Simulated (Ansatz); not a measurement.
`N=C1N([SiH3])[SiH]1Cl`, relaxed with RKS PBE0-D4/def2-TZVP in the Gaussian-basis code of Ansatz from a PBE-D4/def2-SVP geometry. The force threshold is 0.005 eV/Å; the program also tests the step.

Charge 0, multiplicity 1.

Start:

```xyz
11

N     1.273    1.891   -0.695
C     0.256    1.287   -0.238
N    -0.192   -0.038    0.014
Si    0.506   -1.654   -0.192
Si   -1.419    1.131    0.507
Cl   -1.796    1.341    2.530
H     2.021    1.229   -0.977
H     0.730   -1.945   -1.652
H    -0.476   -2.629    0.388
H     1.826   -1.742    0.526
H    -2.730    1.130   -0.211
```

(1) How much energy does the relaxation release, and in how many steps? (Estimate.)

(2) Which bonds change most? (Estimate.)

(3) Give the relaxed structure. (An estimate is asked.)

Results:

(1) Ansatz gave: 2.02 kcal/mol, in 16 steps, 2 of them rejected.

(2) Computed: N3–Si5 from 1.765 to 1.722 Å; Si5–Cl6 from 2.069 to 2.032 Å; C2–Si5 from 1.840 to 1.804 Å; N3–Si4 from 1.772 to 1.739 Å.

(3) Ansatz gave: 
```xyz
11

N     1.230    1.841   -0.745
C     0.226    1.273   -0.253
N    -0.206   -0.048    0.022
Si    0.505   -1.623   -0.177
Si   -1.392    1.094    0.526
Cl   -1.710    1.359    2.515
H     1.954    1.179   -1.034
H     0.875   -1.829   -1.601
H    -0.510   -2.617    0.243
H     1.726   -1.748    0.658
H    -2.699    1.119   -0.155
```
